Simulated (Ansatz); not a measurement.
`F[SiH](F)[SiH2]Cl` + `O[SiH2]S` → `F[SiH](F)O[SiH2]S` + `[SiH3]Cl`  (cleavage of the Si–Si bond)

Calculated with Ansatz (gas phase, PBE0-D4/def2-TZVP geometries, no zero-point term in ΔE). CCSD(T)/CBS is the MP2 limit (def2-TZVPP, def2-QZVPP) plus CCSD(T) − MP2 in def2-TZVPP, frozen cores. This one scheme is used for every species. DFT in def2-TZVPP. B3LYP here is the variant with VWN-RPA as its local correlation; programs differ in this. Each species was taken in one conformer, which may not be the lowest.

Task: Is it downhill or uphill in electronic energy at CCSD(T)/CBS, and by how much? (An estimate is asked.)

Result: Ansatz gave: Downhill: ΔE = -156.2 kJ/mol.

Task: What do these levels give: PBE-D4, B3LYP-D4, ωB97X-V, B3LYP, HF/def2-TZVPP, MP2/def2-TZVPP, SCS-MP2/def2-TZVPP, CCSD(T)/def2-TZVPP, HF/def2-QZVPP, MP2/def2-QZVPP, SCS-MP2/def2-QZVPP, CCSD/CBS(def2)? (Best estimate.)

Result: Computed: PBE-D4 -124.5, B3LYP-D4 -151.9, ωB97X-V -149.9, B3LYP -151.7, HF/def2-TZVPP -183.5, MP2/def2-TZVPP -163.9, SCS-MP2/def2-TZVPP -166.4, CCSD(T)/def2-TZVPP -158.5, HF/def2-QZVPP -186.4, MP2/def2-QZVPP -163.5, SCS-MP2/def2-QZVPP -166.0, CCSD/CBS(def2) -160.2 kJ/mol.

Largest T1 diagnostic among the species: 0.012.

In def2-TZVPP, CCSD(T) changes the Hartree–Fock value by +24.9 kJ/mol (the triples alone add +4.0 kJ/mol) and MP2 by +19.6 kJ/mol. From PBE to PBE0 (25 % exact exchange), in def2-TZVPP and without D4, ΔE moves by −13.0 kJ/mol.
